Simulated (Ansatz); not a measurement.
Program: Ansatz. Geometries: PBE0-D4/def2-TZVP. ΔE: electronic, gas phase. CBS: MP2 limit from def2 TZ/QZ plus the TZ coupled-cluster correction, frozen cores. Functionals use def2-TZVPP. B3LYP here is the variant with VWN-RPA as its local correlation; programs differ in this. Each species was taken in one conformer, which may not be the lowest.

Reaction (redistribution): `C=C[SiH](O)[SiH](O)O` + `O[SiH2]S[Si](F)(Cl)Cl` → `C=C[SiH](O)S[SiH2]O` + `O[SiH](O)[Si](F)(Cl)Cl`

| level | ΔE (kcal/mol) | difference from CCSD(T)/CBS |
| --- | --- | --- |
| PBE0-D4 | -3.7 | 0.0 |
| B3LYP-D4 | -4.0 | -0.3 |
| ωB97M-V | -3.3 | 0.4 |
| B2PLYP | -3.9 | -0.2 |
| PBE | -3.9 | -0.2 |
| r2SCAN | -4.1 | -0.4 |
| PBE0 | -3.9 | -0.2 |
| B3LYP | -4.3 | -0.6 |
| HF/def2-TZVPP | -4.7 | -1.0 |
| SCS-MP2/def2-TZVPP | -3.6 | 0.1 |
| CCSD/def2-TZVPP | -3.7 | 0.0 |
| CCSD(T)/def2-TZVPP | -3.5 | 0.2 |
| HF/def2-QZVPP | -4.9 | -1.2 |
| SCS-MP2/def2-QZVPP | -3.8 | -0.1 |
| HF/CBS(def2) | -4.9 | -1.2 |
| CCSD/CBS(def2) | -3.9 | -0.2 |
| CCSD(T)/CBS | -3.7 | 0 |

Largest T1 diagnostic among the species: 0.012.

In def2-TZVPP, CCSD(T) changes the Hartree–Fock value by +1.2 kcal/mol (the triples alone add +0.1 kcal/mol) and MP2 by +1.2 kcal/mol.
